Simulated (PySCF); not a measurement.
## A survey of ²⁹Si NMR shifts

PySCF 2.14 calculation with structure optimised with GFN2-xTB and GIAO PBE0/pcSseg-1 shieldings; non-relativistic Hamiltonian, a single conformation, fast rotation and ring inversion assumed for equivalent nuclei, gas phase.

Shieldings were converted by a linear fit to measured shifts: ²⁹Si (scatter 8.9 ppm rms, 25.8 ppm with the 6 outliers that the fit left out vs TMS, solution or neat liquid). Occasional misses reach two or three times the rms, and more in compound classes unlike the fitted ones.

Question: Give the ²⁹Si shifts of `CO[SiH2]N([SiH3])[SiH2]C1CC1`, `N[SiH2][SiH2]O[C@H]1CCC[SiH2]1`, `CCC[SiH2][SiH2]CF`, `C#C[C@@H](C)C[SiH](F)F`, `C=C(C)[SiH2]N([SiH3])[SiH2]OC`, `N[Si@H](O[SiH3])O[SiH2]O`, `N[Si@H](O[SiH3])O[SiH2]O`, `C=CC[C@@H]1CCO[Si@H]1F`, `CN[Si@@H]1C[SiH2]C[Si@H](O)C1`.

Answer: 
```
                                                             compound                                             environment  δ (ppm)
    [CH3:1][O:2][SiH2:3][N:4]([SiH3:5])[SiH2:6][CH:7]1[CH2:8][CH2:9]1                        Si6: silicon bonded to C, N, 2 H    -26.4
    [CH3:1][O:2][SiH2:3][N:4]([SiH3:5])[SiH2:6][CH:7]1[CH2:8][CH2:9]1                        Si3: silicon bonded to N, O, 2 H    -27.5
    [CH3:1][O:2][SiH2:3][N:4]([SiH3:5])[SiH2:6][CH:7]1[CH2:8][CH2:9]1                           Si5: silicon bonded to N, 3 H    -59.9
   [NH2:1][SiH2:2][SiH2:3][O:4][C@H:5]1[CH2:6][CH2:7][CH2:8][SiH2:9]1   Si9: silicon bonded to 2 C, 2 H, in a 5-membered ring    -31.1
   [NH2:1][SiH2:2][SiH2:3][O:4][C@H:5]1[CH2:6][CH2:7][CH2:8][SiH2:9]1                       Si3: silicon bonded to O, Si, 2 H    -35.2
   [NH2:1][SiH2:2][SiH2:3][O:4][C@H:5]1[CH2:6][CH2:7][CH2:8][SiH2:9]1                       Si2: silicon bonded to N, Si, 2 H    -61.4
                    [CH3:1][CH2:2][CH2:3][SiH2:4][SiH2:5][CH2:6][F:7]                       Si4: silicon bonded to C, Si, 2 H    -66.6
                    [CH3:1][CH2:2][CH2:3][SiH2:4][SiH2:5][CH2:6][F:7]                       Si5: silicon bonded to C, Si, 2 H    -70.2
                                               C#C[C@@H](C)C[SiH](F)F                             silicon bonded to C, 2 F, H     -9.8
    [CH2:1]=[C:2]([CH3:3])[SiH2:4][N:5]([SiH3:6])[SiH2:7][O:8][CH3:9]                        Si7: silicon bonded to N, O, 2 H    -24.4
    [CH2:1]=[C:2]([CH3:3])[SiH2:4][N:5]([SiH3:6])[SiH2:7][O:8][CH3:9]                        Si4: silicon bonded to C, N, 2 H    -32.6
    [CH2:1]=[C:2]([CH3:3])[SiH2:4][N:5]([SiH3:6])[SiH2:7][O:8][CH3:9]                           Si6: silicon bonded to N, 3 H    -60.0
                    [NH2:1][Si@H:2]([O:3][SiH3:4])[O:5][SiH2:6][OH:7]                         Si6: silicon bonded to 2 O, 2 H    -37.0
                    [NH2:1][Si@H:2]([O:3][SiH3:4])[O:5][SiH2:6][OH:7]                           Si4: silicon bonded to O, 3 H    -43.3
                    [NH2:1][Si@H:2]([O:3][SiH3:4])[O:5][SiH2:6][OH:7]                        Si2: silicon bonded to N, 2 O, H    -53.4
                    [NH2:1][Si@H:2]([O:3][SiH3:4])[O:5][SiH2:6][OH:7]                         Si6: silicon bonded to 2 O, 2 H    -36.9
                    [NH2:1][Si@H:2]([O:3][SiH3:4])[O:5][SiH2:6][OH:7]                           Si4: silicon bonded to O, 3 H    -43.3
                    [NH2:1][Si@H:2]([O:3][SiH3:4])[O:5][SiH2:6][OH:7]                        Si2: silicon bonded to N, 2 O, H    -53.4
                                               C=CC[C@@H]1CCO[Si@H]1F      silicon bonded to C, F, O, H, in a 5-membered ring     -0.6
[CH3:1][NH:2][Si@@H:3]1[CH2:4][SiH2:5][CH2:6][Si@H:7]([OH:8])[CH2:9]1  Si7: silicon bonded to 2 C, O, H, in a 6-membered ring     -7.5
[CH3:1][NH:2][Si@@H:3]1[CH2:4][SiH2:5][CH2:6][Si@H:7]([OH:8])[CH2:9]1  Si3: silicon bonded to 2 C, N, H, in a 6-membered ring    -20.1
[CH3:1][NH:2][Si@@H:3]1[CH2:4][SiH2:5][CH2:6][Si@H:7]([OH:8])[CH2:9]1   Si5: silicon bonded to 2 C, 2 H, in a 6-membered ring    -47.5
```
